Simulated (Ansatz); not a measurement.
cyanoethylene (C3H3N), singlet, at a GFN2-xTB geometry; Ansatz (an electronic-structure program) with HF/6-31G**.

The Ansatz input:
Ansatz 0.2 input:
```yaml
crystal:
  periodic: [false, false, false]
  atoms:
    - {symbol: C, position_ang: [-0.18079014, -1.61580414, 0.00036893]}
    - {symbol: C, position_ang: [0.56661727, -0.51823197, -0.00249564]}
    - {symbol: C, position_ang: [0.00984574, 0.77832356, 0.00014554]}
    - {symbol: H, position_ang: [-1.25731398, -1.56538366, 0.00488629]}
    - {symbol: H, position_ang: [0.26122400, -2.59764951, -0.00171648]}
    - {symbol: H, position_ang: [1.64864793, -0.55402136, -0.00703253]}
    - {symbol: N, position_ang: [-0.43237074, 1.83590426, 0.00224997]}
basis:
  gaussian:
    orbitals: 6-31G__.json
hamiltonian:
  xc: hf
```
The basis file holds 6-31G** in the JSON format of the Basis Set Exchange.

The log (banner, timings and long lists left out):

```
Functional definition: HF
962 factors; their error is unknown
mean field evaluation 1: about -4616.8537 eV, gradient 3.2e1 eV
mean field evaluation 2: about -4618.3672 eV, gradient 2.5e1 eV
mean field evaluation 4: about -4619.6463 eV, gradient 1.0e0 eV
mean field evaluation 8: about -4619.6496 eV, gradient 1.1e-1 eV
mean field -4619.73708139 eV, -169.7722063707 hartree, gradient 2.2e-5 eV, S^2 0.000000; 0 other end points of the search recorded, 0 dependent functions left out
reference -4619.73708139 eV, -169.7722063707 hartree; 14, 14 occupied and 61, 61 virtual orbitals, 962 factors
Total energy: -4619.73708139 eV, -169.7722063707 hartree
```
